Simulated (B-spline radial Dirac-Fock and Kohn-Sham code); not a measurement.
**Ba 5p3/2: cross section and angular parameters**

System: the Ba atom, configuration 1s2 2s2 2p6 3s2 3p6 3d10 4s2 4p6 4d10 5s2 5p6 6s2; threshold 21.39 eV (orbital energy of the model). Model: Dirac-Hartree-Slater photoionisation with a Latter tail; cross sections with all multipoles, angular parameters from the dipole term and its interference with E2. Program: an atomic code on a B-spline grid.

The run's input, task.json:

```json
{"items": [{
  "Z": 56,
  "q": 0,
  "cfg": [[1, 0, 2], [2, 0, 2], [2, 1, 6], [3, 0, 2], [3, 1, 6], [3, 2, 10], [4, 0, 2], [4, 1, 6], [4, 2, 10], [5, 0, 2], [5, 1, 6], [6, 0, 2]],
  "A": 138,
  "rrms": 4.8378,
  "do": "xps",
  "hv": [54.6, 57.2, 62.0, 80, 127.0, 150, 162.0, 187.0, 300, 356.0, 400, 413.0, 445.0, 523.0, 551.0, 600, 894.0, 1070.0, 1200.0, 1720.0, 1860.0, 2040.0, 2984.4, 3030.0, 4100.0, 5950.0, 6000, 7100.0, 8380.0, 9251.7],
  "edges": {"K": 37441.0, "L1": 5989.0, "L2": 5624.0, "L3": 5247.0, "M1": 1293.0, "M2": 1137.0, "M3": 1063.0, "M4": 795.7, "M5": 780.5, "N1": 253.5, "N2": 192.0, "N3": 178.6, "N4": 92.6, "N5": 89.9}
}]}
```

Launch: `python xray2_run.py task.json out`

For linearly polarised light dσ/dΩ = σ/(4π) [1 + β P₂(cos θ) + (δ + γ cos²θ) sin θ cos φ], with θ from the polarisation vector and φ the angle between the beam and the projection of the electron momentum on the plane normal to the polarisation.

| hν (eV) | σ (kb) | β | γ | δ |
| --- | --- | --- | --- | --- |
| 54.6 | 611 | 0.671 | 0.303 | -0.032 |
| 57.2 | 539 | 0.533 | 0.297 | -0.032 |
| 62 | ? | ? | ? | ? |
| 80 | 265 | -0.138 | 0.107 | -0.011 |
| 127 | 150 | 0.144 | -0.058 | 0.024 |
| 150 | 127 | 0.376 | -0.028 | 0.029 |
| 162 | 117 | 0.481 | -0.005 | 0.029 |
| 187 | 101 | 0.668 | 0.045 | 0.028 |
| 300 | 60.0 | 1.157 | 0.191 | 0.016 |
| 356 | 48.8 | 1.285 | 0.214 | 0.012 |
| 400 | 42.1 | 1.360 | 0.218 | 0.009 |
| 413 | 40.4 | 1.379 | 0.217 | 0.008 |
| 445 | 36.6 | 1.421 | 0.213 | 0.006 |
| 523 | 29.4 | 1.499 | 0.192 | 0.004 |
| 551 | 27.3 | 1.521 | 0.182 | 0.003 |
| 600 | 24.2 | 1.554 | 0.163 | 0.002 |
| 894 | 13.1 | 1.667 | 0.055 | 0.000 |
| 1070 | 9.75 | 1.699 | 0.011 | 0.000 |
| 1200 | 8.00 | 1.713 | -0.011 | 0.000 |
| 1720 | 4.14 | 1.735 | -0.028 | 0.002 |
| 1860 | 3.56 | 1.735 | -0.019 | 0.002 |
| 2040 | 2.97 | 1.734 | -0.001 | 0.003 |
| 2984.4 | 1.36 | 1.707 | 0.149 | 0.006 |
| 3030 | 1.31 | 1.706 | 0.157 | 0.006 |
| 4100 | 0.673 | 1.663 | 0.368 | 0.010 |
| 5950 | 0.279 | 1.588 | 0.721 | 0.021 |
| 6000 | 0.273 | 1.586 | 0.730 | 0.021 |
| 7100 | 0.179 | 1.542 | 0.916 | 0.029 |
| 8380 | 0.117 | 1.495 | 1.111 | 0.038 |
| 9251.7 | 0.0901 | 1.464 | 1.231 | 0.045 |

Question: Give the values at 62 eV.

Answer: σ = 440 kb, β = 0.308, γ = 0.272, δ = -0.030.

Values without a named source are computed, but for edge energies of neutral atoms, which are taken from tables.
